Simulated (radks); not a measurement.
Problem. All-electron atom: S+ in [Ne] 3s2 3p3. All-electron calculation, Dirac Kohn-Sham, LDA (Slater exchange, Perdew-Wang correlation), spin-unpolarised, spherical densities, finite nucleus; open shells fill j = l - 1/2 first; Fermi nuclear charge, rms radius 3.2611 fm. Program: a radial shooting solver on a logarithmic mesh with Libxc functionals. Some entries of the table are withheld. Estimate them.

orbital  occ.  eigenvalue (eV)  r(max) (bohr)
1s1/2       2        -2408.883        0.06347
2s1/2       2        -222.4479            (1)
2p1/2       2        -169.0363         0.3241
2p3/2       4        -167.7748         0.3259
3s1/2       2         -27.6098          1.387
3p1/2       2         -16.9300          1.540
3p3/2       1         -16.8284          1.546
4s1/2       0          -5.2664          4.142
3d3/2       0          -4.0459            (2)
3d5/2       0          -4.0437            (3)
4p1/2       0              (4)          5.179
4p3/2       0              (5)          5.196

Solution. 
(1) 2s1/2 r(max) (bohr): 0.3894
(2) 3d3/2 r(max) (bohr): 2.487
(3) 3d5/2 r(max) (bohr): 2.489
(4) 4p1/2 eigenvalue (eV): -3.3093
(5) 4p3/2 eigenvalue (eV): -3.2970
